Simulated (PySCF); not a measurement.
A geometry optimisation on `Br[B-](Br)(Br)Br`.

Method: PBE0-D3(BJ)/def2-SVP geometry optimisation, gas phase (PySCF 2.14.0). Start geometry: GFN2-xTB. The input is one job of a driver script: a line of settings, then coordinates in Å.

Input:
```
{"job": {"xc": "PBE0", "basis": "def2-SVP", "d3": "d3bj", "grid": 1, "maxiter": 30, "shake": 0.01, "kind": "geom"}, "charge": -1, "multiplicity": 1}
Br    -1.342040    -0.878640     1.230910
B     -0.004260    -0.004110    -0.005880
Br     1.461660     0.828860     1.093390
Br    -0.862770     1.437310    -1.118340
Br     0.780980    -1.417400    -1.237970
```

Output:
```
step   0  E = -10319.23633621  max force = 0.004483
step   1  E = -10319.23657137  max force = 0.002729
step   2  E = -10319.23661756  max force = 0.001220
step   3  E = -10319.23662392  max force = 0.000276
optimisation converged
```

Energies in Eh; «max force» is the largest Cartesian gradient component in Eh/bohr.

**Question.** How much energy does the optimisation release, in kcal/mol?

**Answer.** E(step 0) − E(last step) = 0.000288 Eh, which is 0.2 kcal/mol.

**Question.** Give the first gradient maximum in eV/Å.

**Answer.** With 1 Eh/bohr = 51.422 eV/Å, 0.231 eV/Å.

Main results: final energy -10319.23662 Eh after 3 steps.

**Question.** How long does this job take on an AMD EPYC 9R45 with one thread, no GPU, shared host? And the peak memory of the process?

**Answer.** About 38 s, with 0.72 GiB resident at the peak, the Python interpreter and its libraries included.
Labels such as C1 count atoms from 1, the log's own numbers from 0.
